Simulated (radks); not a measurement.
The iodine anion I-, [Xe], held by a Watson sphere: a shell of charge +1.32 at radius R that stands for the Madelung well of a crystal (potential energy -1.32/R inside, -1.32/r outside, in hartree with lengths in bohr). All-electron calculation, scalar-relativistic Kohn-Sham, LDA (Slater exchange, Perdew-Wang correlation), spin-polarised, spherical densities, finite nucleus; Fermi nuclear charge, rms radius of each element as measured or else 0.836 A^(1/3) + 0.57 fm. Program: a radial shooting solver on a logarithmic mesh with Libxc functionals. Response by self-consistent Sternheimer equations with the Hartree and adiabatic LDA kernel, the relativistic mass of each level held fixed and spin-orbit coupling left out. The sphere does not respond.

R (bohr)  e(4d) (eV)  e(5s) (eV)  e(5p) (eV)  <r> 5p (bohr)  sum of <r^2> (bohr^2)  X-ray form factor at sin(theta)/lambda = 0.2 1/angstrom  alpha (bohr^3)
2.38         -52.499     -20.947     -10.591          2.413                  66.33                                                   42.467           30.45
2.6          -52.124     -20.508     -10.298          2.447                  67.61                                                   42.419           32.53
3.71         -50.666     -18.591      -8.665          2.578                  72.91                                                   42.317           44.91
4.14         -50.149     -17.977      -8.068          2.611                  74.35                                                   42.310           49.83
4.97         -49.230     -16.961      -7.053          2.652                  76.33                                                   42.310           58.51
5.24         -48.959     -16.673      -6.762          2.661                  76.79                                                   42.311           61.00
5.98         -48.288     -15.974      -6.057          2.679                  77.74                                                   42.313           66.92
